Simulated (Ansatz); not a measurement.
CH6AlFOSi can be A, `F[CH2][AlH][O][SiH3]`, or B, `[CH3][Al]([OH])[SiH2]F`.

Calculated with Ansatz (gas phase, PBE0-D4/def2-TZVP geometries, no zero-point term in ΔE). CBS: MP2 limit from def2 TZ/QZ plus the TZ coupled-cluster correction, frozen cores. Functionals use def2-TZVPP. One conformer a species, not always the lowest.

Task: Which is lower in electronic energy at CCSD(T)/CBS, and by how much? (An estimate is asked.)

Result: Ansatz gave: B, by 33.2 kcal/mol.

Task: Give E(B) − E(A) in kcal/mol with PBE0-D4, MP2/def2-TZVPP, CCSD/def2-TZVPP, r2SCAN-D4, CCSD(T)/def2-TZVPP, PBE-D4, HF/def2-TZVPP. (Best estimate.)

Result: Computed: PBE0-D4 -34.3, MP2/def2-TZVPP -33.1, CCSD/def2-TZVPP -31.4, r2SCAN-D4 -33.2, CCSD(T)/def2-TZVPP -32.1, PBE-D4 -35.1, HF/def2-TZVPP -25.6. None reverses the order clearly.

Largest T1 diagnostic: 0.012.

In def2-TZVPP, CCSD(T) changes the Hartree–Fock value by −6.5 kcal/mol (the triples alone add −0.7 kcal/mol) and MP2 by −7.5 kcal/mol. From PBE to PBE0 (25 % exact exchange), in def2-TZVPP and without D4, E(B) − E(A) moves by +0.9 kcal/mol.
